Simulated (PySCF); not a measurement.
**Spin-rotation constants: `C(O)CCBr`, C₃H₇BrO**

Geometry:
| atom | x (Å) | y (Å) | z (Å) |
| --- | --- | --- | --- |
| O1 | -1.780 | 0.500 | 0.369 |
| C2 | -1.014 | -0.303 | -0.732 |
| C3 | 0.320 | -0.537 | -0.009 |
| C4 | 1.272 | 0.607 | -0.509 |
| Br5 | 3.070 | 0.361 | 0.282 |
| H6 | -2.602 | 1.104 | -0.238 |
| H7 | -1.539 | -1.183 | -0.909 |
| H8 | -1.074 | 0.166 | -1.728 |
| H9 | 0.997 | -1.480 | -0.283 |
| H10 | 0.037 | -0.528 | 1.165 |
| H11 | 0.992 | 1.778 | -0.349 |
| H12 | 1.456 | 0.418 | -1.625 |

Computed, not measured: PySCF 2.14.0, GIAO CAM-B3LYP/pcSseg-1 magnetisability, rotational g tensor and spin-rotation constants, non-relativistic, gas phase. Geometry: GFN2-xTB, normal-mode sample at 600 K.

The calculation is non-relativistic, which matters for the atoms heavier than Zn.

Question: Give the nuclear spin-rotation constants along the inertial axes (H = +C I·J) beside the isotropic shieldings.

Answer: Rotational constants 11.8470, 0.9756, 0.9612 GHz. A star marks the isotopologue with that one atom substituted, in its own axes.
```csv
atom,isotope,Caa (kHz),Cbb (kHz),Ccc (kHz),mean (kHz),σ (ppm)
Br5,79Br,3.945,2.231,1.649,2.608,2177.3
H6,1H,-0.422,-0.088,-0.038,-0.183,26.0
H7,1H,-0.591,-0.042,-0.066,-0.233,28.3
H8,1H,-1.141,-0.100,0.040,-0.401,27.7
H9,1H,-0.706,-0.017,-0.062,-0.261,26.7
H10,1H,-0.965,-0.030,-0.018,-0.338,26.2
H11,1H,-0.942,0.004,-0.039,-0.326,25.1
H12,1H,-1.135,-0.006,-0.038,-0.393,26.8
O1,17O*,-1.344,-0.266,-0.168,-0.593,165.7
C2,13C*,2.705,0.195,0.253,1.051,108.5
C3,13C*,2.308,0.200,0.236,0.914,119.8
C4,13C*,2.267,0.233,0.198,0.899,121.6
```
For the geometry as given, no vibrational averaging.
